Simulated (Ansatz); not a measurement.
Ansatz (a program for electronic structure) input (B2PLYP/def2-TZVPD):

Ansatz 0.2 input:
```yaml
crystal:
  periodic: [false, false, false]
  atoms:
    - {symbol: La, position_ang: [-0.05895997, 0.06735437, 0.17856458]}
    - {symbol: Cl, position_ang: [-2.16104533, -1.36952639, -0.44669375]}
    - {symbol: Cl, position_ang: [0.24953509, 2.35910015, -1.05718186]}
    - {symbol: Cl, position_ang: [2.10919956, -1.21540901, 0.90515907]}
basis:
  gaussian:
    orbitals: def2-TZVPD
hamiltonian:
  xc: {name: B2PLYP}
total_charge: -1
magnetization: {spin_polarized: true, initial_magnetization: 1}
correlation: {electrons: outside_noble_gas}
```

Output:

```
Functional definition: B2PLYP
integrals: 0.32 GiB planned
1162 factors; integrals over basis functions are off by at most 9.2e-4 eV
mean field: 1.63 GiB planned
mean field evaluation 1: about -38416.3562 eV, gradient 7.5e0 eV
mean field evaluation 2: about -38416.4746 eV, gradient 7.6e0 eV
mean field evaluation 4: about -38417.1995 eV, gradient 1.0e0 eV
mean field evaluation 8: about -38417.2437 eV, gradient 2.3e-1 eV
mean field evaluation 16: about -38417.2458 eV, gradient 1.2e-3 eV
mean field evaluation 32: about -38416.5268 eV, gradient 3.4e0 eV
mean field -38417.24580101 eV, -1411.8077430427 hartree, gradient 1.9e-6 eV, S^2 0.751223; 2 other end points of the search recorded, 0 dependent functions left out
19 core orbitals not correlated
reference -38417.24596107 eV, -1411.8077489248 hartree; 13, 12 occupied and 149, 150 virtual orbitals, 1162 factors
second order -20.60640440 eV of doubles, -0.00000000 eV of singles
Total energy: -38422.80969026 eV, -1412.0122122012 hartree
```

This state (charge -1, doublet) is run at the relaxed geometry of the species with charge 0 and multiplicity 1.
